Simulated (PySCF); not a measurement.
C₂H₅O, charge -1, singlet, at a GFN2-xTB geometry; CAMB3LYP/6-311G** in PySCF.

The PySCF input:
```python
from pyscf import gto, scf, dft

mol = gto.Mole()
mol.atom = '''
    C     1.14079889   -0.41047783   -0.00910137
    C    -0.15104036    0.49608328   -0.00011144
    O    -1.28599144   -0.12785782    0.01201976
    H     0.01912236    1.20779716    0.90182864
    H     0.00273178    1.20239996   -0.90920924
    H     2.05088849    0.19671438   -0.01914757
    H     1.14631297   -1.04620846    0.87611273
    H     1.13032475   -1.05147317   -0.89046572
'''
mol.basis = '6-311g**'
mol.charge = -1
mol.verbose = 4
mol.build()

mf = dft.RKS(mol)
mf.xc = 'camb3lyp'
mf.grids.atom_grid = (99, 590)
mf.grids.prune = None
mf.kernel()
```

It wrote (shortened):

```
PySCF version 2.14.0

[INPUT] verbose = 4
[INPUT] num. atoms = 8
[INPUT] num. electrons = 26
[INPUT] charge = -1
[INPUT] spin (= nelec alpha-beta = 2S) = 0
[INPUT] symmetry False subgroup None
[INPUT] Mole.unit = angstrom
[INPUT] Symbol           X                Y                Z      unit          X                Y                Z       unit  Magmom
[INPUT]  1 C      1.140798890000  -0.410477830000  -0.009101370000 AA    2.155797465308  -0.775690678906  -0.017199096658 Bohr   0.0
[INPUT]  2 C     -0.151040360000   0.496083280000  -0.000111440000 AA   -0.285424914156   0.937461534176  -0.000210591079 Bohr   0.0
[INPUT]  3 O     -1.285991440000  -0.127857820000   0.012019760000 AA   -2.430171620135  -0.241616262684   0.022714054483 Bohr   0.0
[INPUT]  4 H      0.019122360000   1.207797160000   0.901828640000 AA    0.036136023255   2.282405846427   1.704209140889 Bohr   0.0
[INPUT]  5 H      0.002731780000   1.202399960000  -0.909209240000 AA    0.005162316033   2.272206616588  -1.718156453524 Bohr   0.0
[INPUT]  6 H      2.050888490000   0.196714380000  -0.019147570000 AA    3.875617558123   0.371736302964  -0.036183663251 Bohr   0.0
[INPUT]  7 H      1.146312970000  -1.046208460000   0.876112730000 AA    2.166217566337  -1.977047458603   1.655613113945 Bohr   0.0
[INPUT]  8 H      1.130324750000  -1.051473170000  -0.890465720000 AA    2.136004209317  -1.986996318628  -1.682736334114 Bohr   0.0

nuclear repulsion = 74.3464679701115
number of shells = 44
number of NR pGTOs = 133
number of NR cGTOs = 84
basis = 6-311g**
ecp = {}

******** <class 'pyscf.dft.rks.RKS'> ********
method = RKS
initial guess = minao
damping factor = 0
level_shift factor = 0
DIIS = <class 'pyscf.scf.diis.CDIIS'>
diis_start_cycle = 1
diis_space = 8
diis_damp = 0
SCF conv_tol = 1e-09
SCF conv_tol_grad = None
SCF max_cycles = 50
direct_scf = True
direct_scf_tol = 1e-13
XC library pyscf.dft.libxc version 7.1.2
    S. Lehtola, C. Steigemann, M. J. T. Oliveira, and M. A. L. Marques,  SoftwareX 7, 1–5 (2018)
XC functionals = camb3lyp
    T. Yanai, D. P. Tew, and N. C. Handy,  Chem. Phys. Lett. 393, 51 (2004)
radial grids:
    Treutler-Ahlrichs [JCP 102, 346 (1995); DOI:10.1063/1.469408] (M4) radial grids

becke partition: Becke, JCP 88, 2547 (1988); DOI:10.1063/1.454033
pruning grids: None
grids dens level: 3
symmetrized grids: False
atomic radii adjust function: <function treutler_atomic_radii_adjust>
User specified grid scheme (99, 590)
small_rho_cutoff = 0
Set gradient conv threshold to 3.16228e-05
Initial guess from minao.
tot grids = 467280
init E= -154.420493101439
  HOMO = -0.308903474007894  LUMO = 0.050810022179828  gap/eV = 9.78830
cycle= 1 E= -154.167531375468  delta_E= 0.253  |g|= 1.01  |ddm|= 1.96
  HOMO = 0.241563477803332  LUMO = 0.2977251836428  gap/eV = 1.52824
cycle= 2 E= -153.262617747039  delta_E= 0.905  |g|= 2.19  |ddm|=  8.6
  HOMO = -0.00973189942486945  LUMO = 0.268956850783059  gap/eV = 7.58351
cycle= 3 E= -154.366936350783  delta_E= -1.1  |g|= 0.174  |ddm|=  7.8
  HOMO = -0.00403250114694383  LUMO = 0.261563519645268  gap/eV = 7.22724
cycle= 4 E= -154.373140628236  delta_E= -0.0062  |g|= 0.0948  |ddm|= 0.296
  HOMO = -0.00398038914945289  LUMO = 0.270331355073747  gap/eV = 7.46440
cycle= 5 E= -154.375288554669  delta_E= -0.00215  |g|= 0.0129  |ddm|= 0.0769
  HOMO = -0.00638979761774858  LUMO = 0.271137503850024  gap/eV = 7.55190
cycle= 6 E= -154.37534344835  delta_E= -5.49e-05  |g|= 0.00278  |ddm|= 0.0327
  HOMO = -0.00644929347869966  LUMO = 0.271186916620291  gap/eV = 7.55487
cycle= 7 E= -154.375347125703  delta_E= -3.68e-06  |g|= 0.00119  |ddm|= 0.00955
  HOMO = -0.00655332868941404  LUMO = 0.271134571652578  gap/eV = 7.55627
cycle= 8 E= -154.375347777461  delta_E= -6.52e-07  |g|= 0.000433  |ddm|= 0.00442
  HOMO = -0.00645145713484  LUMO = 0.271132498508848  gap/eV = 7.55344
cycle= 9 E= -154.375347887903  delta_E= -1.1e-07  |g|= 0.000107  |ddm|= 0.00188
  HOMO = -0.00641932375615128  LUMO = 0.271135056630342  gap/eV = 7.55264
cycle= 10 E= -154.375347900416  delta_E= -1.25e-08  |g|= 1.98e-05  |ddm|= 0.000911
  HOMO = -0.00641459849690284  LUMO = 0.271135750199484  gap/eV = 7.55253
cycle= 11 E= -154.375347900766  delta_E= -3.49e-10  |g|= 4.13e-06  |ddm|= 0.00013
  HOMO = -0.00641441847539638  LUMO = 0.271135863755486  gap/eV = 7.55253
Extra cycle  E= -154.375347900787  delta_E= -2.1e-11  |g|= 1.92e-06  |ddm|= 2.76e-05
converged SCF energy = -154.375347900787
```
